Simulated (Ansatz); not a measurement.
Geometry optimisation, Ansatz 0.2.0, RKS B3LYP-D4/def2-SVP.

Input file:

```yaml
crystal:
  periodic: [false, false, false]
  atoms:
    - { symbol: F, position_ang: [-2.36964, -0.0866, 0.28763] }
    - { symbol: B, position_ang: [-1.24187, 0.27, 0.88124] }
    - { symbol: C, position_ang: [-0.06617, 0.79416, 0.01689] }
    - { symbol: Si, position_ang: [1.03495, 1.94497, 1.08389] }
    - { symbol: H, position_ang: [-1.20355, 0.10773, 2.04619] }
    - { symbol: H, position_ang: [-0.39358, 1.36575, -0.84894] }
    - { symbol: H, position_ang: [0.57593, -0.01281, -0.33394] }
    - { symbol: H, position_ang: [1.51241, 1.24369, 2.27597] }
    - { symbol: H, position_ang: [2.17555, 2.34297, 0.25291] }
    - { symbol: H, position_ang: [0.27502, 3.1337, 1.47837] }
basis:
  gaussian: { orbitals: def2-SVP }
hamiltonian:
  xc: b3lyp
  dispersion: d4
relax:
  f_tol: 0.015
  max_steps: 40
output:
  orbitals: {}
```

Launched with:

```bash
$ ansatz run input.yaml --threads 1 --pin off --max-ram 2048MiB --backend cpu --events-out ev --progress --plain --runs-dir out
```

Question: Where does it end, and by what steps?

Answer: It converged. The force dipped under the threshold on the way, but the program's further checks kept it going. After 17 steps the energy has fallen by 0.206 eV; F1 moved furthest, 0.94 Å.

```
step  energy less start (eV)  largest force component (eV/Å)  accepted
   0                  0.0000                           1.078       yes
   1                 -0.0439                           1.116       yes
   2                 -0.1059                           0.523       yes
   3                 -0.1229                           0.455       yes
   4                 -0.1388                           0.198       yes
   5                 -0.1611                           0.126       yes
   6                 -0.1722                           0.588       yes
   7                 -0.1866                           0.247       yes
   8                 -0.1967                           0.098       yes
   9                 -0.1888                           0.716        no
  10                 -0.2017                           0.165       yes
  11                 -0.2042                           0.099       yes
  12                 -0.2023                           0.312        no
  13                 -0.2053                           0.055       yes
  14                 -0.2052                           0.073        no
  15                 -0.2058                           0.015       yes
  16                 -0.2059                           0.022       yes
  17                 -0.2060                           0.009       yes
```

```xyz
10
Properties=species:S:1:pos:R:3
F -2.423 0.774 0.662
B -1.235 0.208 0.861
C 0.000 0.690 0.055
Si 0.979 2.002 1.025
H -1.186 -0.650 1.714
H -0.284 1.148 -0.908
H 0.709 -0.136 -0.123
H 1.458 1.439 2.320
H 2.160 2.441 0.226
H 0.120 3.188 1.308
```

Run time: 73 s on 1 thread of Arm Neoverse V1, on a shared host, peak memory 0.17 GiB.
